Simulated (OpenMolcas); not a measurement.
# Multiplet structure of F²⁺

```
Program             : OpenMolcas
Method              : XMS-CASPT2, IPEA 0.25 Eh, imaginary shift 0.1 Eh (closed shells correlated: 1s)
Basis               : ANO-RCC-VTZP [4s3p2d1f]
Scalar Hamiltonian  : DKH2, point nucleus
Active space        : 5 electrons in 8 orbitals (2s 2p 3s 3p)
State averaging     : 2S+1 = 4 odd, 1 root; 2S+1 = 2 odd, 8 roots; 2S+1 = 4 even, 3 roots; 2S+1 = 2 even, 9 roots
Spin-orbit coupling : state interaction with AMFI integrals over the reference wave functions, term energies averaged over their components
```

With spin-orbit coupling, above the lowest level:

```json
{"Configuration": "2s2 2p3", "Term": "4S*", "J": "3/2", "E (cm-1)": "0.0", "Measured (cm-1)": "0.0", "g": "2.002", "Term weight %": "100"}
{"Configuration": "2s2 2p3", "Term": "2D*", "J": "3/2", "E (cm-1)": "35070", "Measured (cm-1)": "", "g": "0.800", "Term weight %": "100"}
{"Configuration": "2s2 2p3", "Term": "2D*", "J": "5/2", "E (cm-1)": "35090", "Measured (cm-1)": "", "g": "1.200", "Term weight %": "100"}
{"Configuration": "2s2 2p3", "Term": "2P*", "J": "1/2", "E (cm-1)": "52400", "Measured (cm-1)": "", "g": "0.666", "Term weight %": "100"}
{"Configuration": "2s2 2p3", "Term": "2P*", "J": "3/2", "E (cm-1)": "52410", "Measured (cm-1)": "", "g": "1.334", "Term weight %": "100"}
{"Configuration": "2s 2p4", "Term": "4P", "J": "5/2", "E (cm-1)": "151860", "Measured (cm-1)": "151898", "g": "1.601", "Term weight %": "100"}
{"Configuration": "2s 2p4", "Term": "4P", "J": "3/2", "E (cm-1)": "152150", "Measured (cm-1)": "152235", "g": "1.735", "Term weight %": "100"}
{"Configuration": "2s 2p4", "Term": "4P", "J": "1/2", "E (cm-1)": "152320", "Measured (cm-1)": "152410", "g": "2.671", "Term weight %": "100"}
{"Configuration": "2s 2p4", "Term": "2D", "J": "3/2", "E (cm-1)": "212190", "Measured (cm-1)": "210256", "g": "0.800", "Term weight %": "100"}
{"Configuration": "2s 2p4", "Term": "2D", "J": "5/2", "E (cm-1)": "212210", "Measured (cm-1)": "210240", "g": "1.200", "Term weight %": "100"}
{"Configuration": "2s 2p4", "Term": "2S", "J": "1/2", "E (cm-1)": "251190", "Measured (cm-1)": "248260", "g": "2.002", "Term weight %": "100"}
{"Configuration": "2s 2p4", "Term": "2P", "J": "3/2", "E (cm-1)": "270410", "Measured (cm-1)": "266559", "g": "1.334", "Term weight %": "100"}
{"Configuration": "2s 2p4", "Term": "2P", "J": "1/2", "E (cm-1)": "270780", "Measured (cm-1)": "266943", "g": "0.666", "Term weight %": "100"}
```

Against the 8 measured excited levels shown (Moore, Atomic Energy Levels, vol. I, NSRDS-NBS 35 (1971 reprint of NBS Circular 467, 1949)) the mean absolute deviation is 1800 cm-1; the largest miss in energy is 2s 2p4 2P 3/2: computed 270410, measured 266559 cm-1 (+1.4 %).

Spin-orbit coupling puts the lowest level 2.6 cm-1 below the lowest spin-free term.

CASPT2 breaks the degeneracy within a term, and the mean is taken; among the terms shown or strongly mixed into the levels shown the widest spread is 540 cm-1 (2s 2p4 2D). Active for correlation alone: 3p 3s; no level in the range computed is led by a configuration that fills them, so any true level of that kind is missing. Measured partners are found by configuration, term and J. A level has none where our copy of the source lacks it or the pairing is in doubt (some pairs that miss far off the trend of their configuration count as doubtful), and it then counts in no deviation. Only configurations of the active space appear. The first state left out of the spin-orbit step lies near 350000 cm-1 above the lowest spin-free state of the reference (among the parities and spins computed), and the list stops at four fifths of that energy or lower.

The term weight is that of the spin-free term in the level, not the purity of its configuration. * marks odd parity.
